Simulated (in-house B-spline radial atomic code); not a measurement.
A run on Nb II (Nb+) (an excited or competing configuration) that did not converge. Method: scalar-relativistic (X2C) wB97X, spin-polarised, spherical fractional occupations, exact exchange averaged over the configuration, Fermi nucleus of rms radius 4.324 fm; computed with an all-electron radial atomic-structure program (B-spline basis).

Command:
```bash
python run_scf.py task.json out
```
Settings (nuclear radius in fm, mass in u):
```
Z                41
configuration    [Ar] 3d9 4s2 4p6 4d4 5f1
hamiltonian      x2c
method           wb97x
spin_polarised   True
nucleus          fermi
rms_radius       4.324
atomic_mass      92.90637
speed_of_light   137.035999084
exact_exchange   averaged over the configuration
```

First and last ten iterations of the last attempt (damped for 15 steps, keeping 80 % of the old Fock matrix, then DIIS):
```
 iter        energy (Eh)    residual
    1       -3805.135122    4.26e-01
    2       -3808.776104    2.63e-01
    3       -3810.051975    1.69e-01
    4       -3810.715598    1.16e-01
    5       -3811.049810    8.15e-02
    6       -3811.202168    5.70e-02
    7       -3811.272561    3.99e-02
    8       -3811.306118    2.79e-02
    9       -3811.322383    1.95e-02
   10       -3811.330389    1.41e-02
  111       -3811.339184    9.55e-05
  112       -3811.339178    8.91e-05
  113       -3811.338871    1.52e-03
  114       -3811.339180    1.33e-04
  115       -3811.339172    1.32e-04
  116       -3811.339163    1.20e-04
  117       -3811.339159    1.17e-04
  118       -3811.339161    1.13e-04
  119       -3811.339155    1.04e-04
  120       -3811.339152    1.03e-04
 not converged after 120 iterations
```

The smallest residual met was 7.8e-05; the threshold is about 4e-07. No energy from this run should be used. Time taken, with all properties: 25 s on 1 thread of Intel(R) Xeon(R) Platinum 8488C (shared host).
